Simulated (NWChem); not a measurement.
All runs are NWChem calculations. System: C3H8N, charge 0, spin multiplicity 2, at a geometry optimised with UPBE/def2-SVP. The structure started from a generated list of species. Its SCF solution wasn't tested for a lower state. Level: UMP2/def2-TZVP, 4 core orbitals frozen.

The NWChem input:

```
start mol
memory heap 200 mb stack 900 mb global 1100 mb
geometry units angstroms nocenter noautoz
  C      0.689668    -0.030591    -1.305619
  C     -0.020864    -0.149279     0.000000
  C      0.689668    -0.030591     1.305619
  N     -1.412909     0.040651     0.000000
  H      1.708367    -0.464335    -1.252192
  H      0.811270     1.032706    -1.654934
  H      0.147170    -0.561399    -2.120054
  H      1.708367    -0.464335     1.252192
  H      0.147170    -0.561399     2.120054
  H      0.811270     1.032706     1.654934
  H     -1.797041     0.482134     0.841932
  H     -1.797041     0.482134    -0.841932
  symmetry group Cs
end
basis spherical
  * library def2-tzvp
end
scf
  uhf
  nopen 1
  maxiter 100
  thresh 1e-7
  semidirect memsize 60000000 filesize 0
  # guess.movecs holds the orbitals of an unrestricted PBE0 run
  vectors input guess.movecs output mol.movecs
end
mp2
  freeze core 4
end
task mp2 energy
```

Part of the output:

```
             Northwest Computational Chemistry Package (NWChem) 7.3.0
             --------------------------------------------------------

                                NWChem Input Module
                                -------------------

 Scaling coordinates for geometry "geometry" by  1.889725989
 (inverse scale =  0.529177249)

 Turning off AUTOSYM since
 SYMMETRY directive was detected!

                             Geometry "geometry" -> ""
                             -------------------------

 Output coordinates in angstroms (scale by  1.889725989 to convert to a.u.)

  No.       Tag          Charge          X              Y              Z
 ---- ---------------- ---------- -------------- -------------- --------------
    1 C                    6.0000     0.68966800    -0.03059100    -1.30561900
    2 C                    6.0000    -0.02086400    -0.14927900     0.00000000
    3 C                    6.0000     0.68966800    -0.03059100     1.30561900
    4 N                    7.0000    -1.41290900     0.04065100     0.00000000
    5 H                    1.0000     1.70836700    -0.46433500    -1.25219200
    6 H                    1.0000     0.81127000     1.03270600    -1.65493400
    7 H                    1.0000     0.14717000    -0.56139900    -2.12005400
    8 H                    1.0000     1.70836700    -0.46433500     1.25219200
    9 H                    1.0000     0.14717000    -0.56139900     2.12005400
   10 H                    1.0000     0.81127000     1.03270600     1.65493400
   11 H                    1.0000    -1.79704100     0.48213400     0.84193200
   12 H                    1.0000    -1.79704100     0.48213400    -0.84193200

 Effective nuclear repulsion energy (a.u.)     126.0198872379

            Nuclear Dipole moment (a.u.)
            ----------------------------
        X                 Y               Z
 ---------------- ---------------- ----------------
     0.0000018897     0.0000056692     0.0000000000

      Symmetry information
      --------------------

 Group name             Cs
 Group number              2
 Group order               2
 No. of unique centers     7

      Symmetry unique atoms

     1    2    4    5    6    7   11


 Summary of "ao basis" -> "" (spherical)
 ------------------------------------------------------------------------------
       Tag                 Description            Shells   Functions and Types
 ---------------- ------------------------------  ------  ---------------------
 *                         def2-tzvp                  on all atoms

 Summary of "ao basis" -> "ao basis" (spherical)
 ------------------------------------------------------------------------------
       Tag                 Description            Shells   Functions and Types
 ---------------- ------------------------------  ------  ---------------------
 C                         def2-tzvp                11       31   5s3p2d1f
 N                         def2-tzvp                11       31   5s3p2d1f
 H                         def2-tzvp                 4        6   3s1p

                                 NWChem SCF Module
                                 -----------------

  ao basis        = "ao basis"
  functions       =   172
  atoms           =    12
  alpha electrons =    17
  beta  electrons =    16
  charge          =   0.00
  wavefunction    = UHF
  use symmetry    = T
  symmetry adapt  = T

 Summary of "ao basis" -> "ao basis" (spherical)
 ------------------------------------------------------------------------------
       Tag                 Description            Shells   Functions and Types
 ---------------- ------------------------------  ------  ---------------------
 C                         def2-tzvp                11       31   5s3p2d1f
 N                         def2-tzvp                11       31   5s3p2d1f
 H                         def2-tzvp                 4        6   3s1p

      Symmetry analysis of basis
      --------------------------

        a'         97
        a"         75

 Forming initial guess at       0.1s

   Symmetry analysis of molecular orbitals - initial alpha
   -------------------------------------------------------

  Numbering of irreducible representations:

     1 a'          2 a"

  Orbital symmetries:

     1 a'          2 a'          3 a"          4 a'          5 a'
     6 a'          7 a"          8 a'          9 a"         10 a'
    11 a'         12 a"         13 a"         14 a'         15 a"
    16 a'         17 a'         18 a'         19 a'         20 a"
    21 a'         22 a"         23 a'         24 a"         25 a'
    26 a"         27 a'

   Symmetry analysis of molecular orbitals - initial beta
   ------------------------------------------------------

  Numbering of irreducible representations:

     1 a'          2 a"

  Orbital symmetries:

     1 a'          2 a'          3 a"          4 a'          5 a'
     6 a'          7 a"          8 a'          9 a"         10 a'
    11 a'         12 a"         13 a"         14 a'         15 a"
    16 a'         17 a'         18 a'         19 a'         20 a"
    21 a'         22 a"         23 a'         24 a"         25 a"
    26 a'         27 a'

 Starting SCF solution at       0.1s

 ----------------------------------------------
         Quadratically convergent UHF

 Convergence threshold     :          1.000E-07
 Maximum no. of iterations :          100
 Integral*density screening:          1.000E-09
 ----------------------------------------------

              iter       energy          gnorm     gmax       time
             ----- ------------------- --------- --------- --------
[...]
  ----- ------------  ---------------      ----- ------------  ---------------
     5      5.709244   1 C  s                67     -5.709244   3 C  s
    45      1.941863   2 C  pz              133     -1.686677   6 H  s
   157      1.686677  10 H  s               139     -1.574634   7 H  s
   151      1.574634   9 H  s               127     -1.211158   5 H  s
   145      1.211158   8 H  s               163      0.953862  11 H  s

 center of mass
 --------------
 x =  -0.05631054 y =  -0.03158218 z =  -0.00000000

 moments of inertia (a.u.)
 ------------------
         228.782402540465          11.160636912840           0.000000000000
          11.160636912840         404.125073658680           0.000000000000
           0.000000000000           0.000000000000         203.802969833422

  Mulliken analysis of the total density
  --------------------------------------

    Atom       Charge   Shell Charges
 -----------   ------   -------------------------------------------------------
    1 C    6     6.32   0.85  1.12  0.47  0.66  0.10  1.24  1.39  0.40  0.02  0.06  0.00
    2 C    6     5.85   0.85  1.12  0.48  0.58  0.11  1.21  1.24  0.10  0.03  0.12  0.01
    3 C    6     6.32   0.85  1.12  0.47  0.66  0.10  1.24  1.39  0.40  0.02  0.06  0.00
    4 N    7     7.59   0.82  1.16  0.51  0.84  0.18  1.50  1.77  0.77  0.01  0.04  0.00
    5 H    1     0.89   0.26  0.50  0.11  0.02
    6 H    1     0.91   0.26  0.50  0.14  0.02
    7 H    1     0.89   0.26  0.49  0.11  0.02
    8 H    1     0.89   0.26  0.50  0.11  0.02
    9 H    1     0.89   0.26  0.49  0.11  0.02
   10 H    1     0.91   0.26  0.50  0.14  0.02
   11 H    1     0.77   0.26  0.41  0.06  0.04
   12 H    1     0.77   0.26  0.41  0.06  0.04

  Mulliken analysis of the alpha density
  --------------------------------------

    Atom       Charge   Shell Charges
 -----------   ------   -------------------------------------------------------
    1 C    6     3.08   0.43  0.56  0.23  0.32  0.05  0.60  0.66  0.19  0.01  0.04  0.00
    2 C    6     3.43   0.43  0.56  0.26  0.33  0.06  0.79  0.83  0.09  0.01  0.06  0.01
    3 C    6     3.08   0.43  0.56  0.23  0.32  0.05  0.60  0.66  0.19  0.01  0.04  0.00
    4 N    7     3.81   0.41  0.58  0.26  0.42  0.09  0.77  0.89  0.37  0.00  0.02  0.00
    5 H    1     0.45   0.13  0.25  0.06  0.01
    6 H    1     0.50   0.14  0.27  0.09  0.01
    7 H    1     0.46   0.13  0.25  0.06  0.01
    8 H    1     0.45   0.13  0.25  0.06  0.01
    9 H    1     0.46   0.13  0.25  0.06  0.01
   10 H    1     0.50   0.14  0.27  0.09  0.01
   11 H    1     0.39   0.13  0.21  0.03  0.02
   12 H    1     0.39   0.13  0.21  0.03  0.02

   Mulliken analysis of the beta density
   -------------------------------------

    Atom       Charge   Shell Charges
 -----------   ------   -------------------------------------------------------
    1 C    6     3.24   0.43  0.56  0.24  0.34  0.05  0.64  0.73  0.21  0.01  0.02  0.00
    2 C    6     2.42   0.43  0.56  0.22  0.25  0.05  0.42  0.40  0.01  0.02  0.06  0.01
    3 C    6     3.24   0.43  0.56  0.24  0.34  0.05  0.64  0.73  0.21  0.01  0.02  0.00
    4 N    7     3.78   0.41  0.58  0.25  0.42  0.09  0.73  0.88  0.40  0.00  0.02  0.00
    5 H    1     0.44   0.13  0.25  0.06  0.01
    6 H    1     0.41   0.12  0.23  0.05  0.01
    7 H    1     0.43   0.13  0.24  0.05  0.01
    8 H    1     0.44   0.13  0.25  0.06  0.01
    9 H    1     0.43   0.13  0.24  0.05  0.01
   10 H    1     0.41   0.12  0.23  0.05  0.01
   11 H    1     0.38   0.13  0.20  0.03  0.02
   12 H    1     0.38   0.13  0.20  0.03  0.02

   Mulliken analysis of the spin density
   -------------------------------------

    Atom       Charge   Shell Charges
 -----------   ------   -------------------------------------------------------
    1 C    6    -0.15  -0.00  0.00 -0.01 -0.03 -0.01 -0.04 -0.07 -0.03  0.00  0.02  0.00
    2 C    6     1.01   0.00 -0.00  0.04  0.08  0.02  0.37  0.43  0.08 -0.00  0.00 -0.00
    3 C    6    -0.15  -0.00  0.00 -0.01 -0.03 -0.01 -0.04 -0.07 -0.03  0.00  0.02  0.00
    4 N    7     0.04   0.00 -0.00  0.01  0.00  0.00  0.03  0.01 -0.03  0.00  0.01  0.00
    5 H    1     0.01   0.00  0.01  0.00 -0.00
    6 H    1     0.08   0.02  0.04  0.03 -0.00
    7 H    1     0.02   0.01  0.01  0.00 -0.00
    8 H    1     0.01   0.00  0.01  0.00 -0.00
    9 H    1     0.02   0.01  0.01  0.00 -0.00
   10 H    1     0.08   0.02  0.04  0.03 -0.00
   11 H    1     0.01   0.00  0.00  0.00  0.00
   12 H    1     0.01   0.00  0.00  0.00  0.00

------------------------------------------------------------
EAF file 0: "./mol.aoints.0" size=524288 bytes
------------------------------------------------------------
               write      read    awrite     aread      wait
               -----      ----    ------     -----      ----
     calls:        1        25         0         0         0
   data(b): 5.24e+05  1.31e+07  0.00e+00  0.00e+00
   time(s): 0.00e+00  0.00e+00  0.00e+00  0.00e+00  0.00e+00
rate(mb/s): 0.00e+00  0.00e+00
------------------------------------------------------------

       Multipole analysis of the density wrt the origin
       ------------------------------------------------

     L   x y z        total         alpha         beta         nuclear
     -   - - -        -----         -----         ----         -------
     0   0 0 0     -0.000000    -17.000000    -16.000000     33.000000

     1   1 0 0     -0.031786      0.070761     -0.102550      0.000002
     1   0 1 0      0.488056      0.410711      0.077340      0.000006
     1   0 0 1      0.000000      0.000000      0.000000      0.000000

     2   2 0 0    -19.471037    -70.277640    -68.252261    119.058865
     2   1 1 0     -2.184415      3.084380      3.464282     -8.733077
     2   1 0 1      0.000000      0.000000      0.000000      0.000000
     2   0 2 0    -21.091355    -18.741184    -15.977081     13.626910
     2   0 1 1      0.000000      0.000000     -0.000000      0.000000
     2   0 0 2    -19.056004    -81.069645    -78.958520    140.972161

                   NWChem MP2 Semi-direct Energy/Gradient Module
                   ---------------------------------------------

  Basis functions       =    172
  Molecular orbitals    =    172
  Frozen core           =      4
  Frozen virtuals       =      0
  Active alpha occupied =     13
  Active beta occupied  =     12
  Active alpha virtual  =    155
  Active beta virtual   =    156
  Use MO symmetry       = T
  Use skeleton AO sym   = T

  AO/Fock/Back tols     =   1.0D-09  1.0D-09  1.0D-09

 GA uses MA = F    GA memory limited = T

 Available:
  local mem=  1.26D+08
 global mem=  1.44D+08
 local disk=  0.00D+00
  mp2_memr nvloc                   155
  nvloc new                   155
   1 passes of  13:        6291456                     161061                 100801398.
   1 passes of  13: M    126043326           G      144120032           F     119751870.

 Semi-direct pass number   1 of   1  for UHF alpha       at       36.3s
  vrange nnbf                 14706
  mp2_eaftype                   384  avail_ma_in_mb                  1098
 EAF : mp2_eaftype filesize         384   50400699.
  mp2_eaf for mointskh                    384
Node 0 wrote    237.1 Mb in      0.1 s     Agg I/O rate:  4482.3 Mb/s
 Done moints_semi at       50.7s
  mp2_eaftype                   384  avail_ma_in_mb                   714
 EAF : mp2_eaftype filesize         384   50400699.
  mp2_eaf for kh                   384
 Done maket at       51.2s
 Done multipass loop at       51.2s

 GA uses MA = F    GA memory limited = T

 Available:
  local mem=  1.26D+08
 global mem=  1.44D+08
 local disk=  0.00D+00
  mp2_memr nvloc                   156
  nvloc new                   156
   1 passes of  12:        6291456                     153913                  93651341.
   1 passes of  12: M    126043326           G      144120032           F     119751870.

 Semi-direct pass number   1 of   1  for UHF beta        at       51.2s
  vrange nnbf                 14706
  mp2_eaftype                   357  avail_ma_in_mb                  1098
 EAF : mp2_eaftype filesize         357   46825670.
  mp2_eaf for mointskh                    357
Node 0 wrote    220.2 Mb in      0.1 s     Agg I/O rate:  3795.7 Mb/s
 Done moints_semi at       63.0s
  mp2_eaftype                   357  avail_ma_in_mb                   741
 EAF : mp2_eaftype filesize         357   46825670.
  mp2_eaf for kh                   357
 Done maket at       63.5s
 Done multipass loop at       63.5s

          -------------------------------------------
          SCF energy                -172.730692533542
          Correlation energy          -0.695929338559
          Singlet pairs                0.000000000000
          Triplet pairs                0.000000000000
          Total MP2 energy          -173.426621872101
          -------------------------------------------

          ---------------------------------------------------
                    Spin Component Scaled (SCS) MP2
          Same spin pairs                     -0.161683133334
          Same spin scaling factor             0.333333333333
          Opposite spin pairs                 -0.534246205225
          Opposite spin scaling fact.          1.200000000000
          SCS-MP2 correlation energy          -0.694989824048
          Total SCS-MP2 energy              -173.425682357590
          ---------------------------------------------------

 -----------------------
 Performance information
 -----------------------

 Timer overhead =  1.30D-07 seconds/call

               Nr. of calls         CPU time (s)                 Wall time (s)                GFlops
             ---------------    -------------------     ------------------------------   -------------------
Name         Min   Avg   Max    Min     Avg     Max     Min     Avg     Max   Mx/calls   Min     Max     Sum
mp2: moin     2     2     2    26.     26.     26.      26.     26.     26.     13.      0.0     0.0     0.0
mp2: make     2     2     2    1.0     1.0     1.0      1.0     1.0     1.0    0.50      0.0     0.0     0.0
mp2: tota     1     1     1    27.     27.     27.      27.     27.     27.     27.      0.0     0.0     0.0

 The average no. of pstat calls per process was 5.00D+00
 with a timing overhead of 6.48D-07s

 Task  times  cpu:       63.5s     wall:       63.5s

 Total times  cpu:       63.5s     wall:       63.5s
```
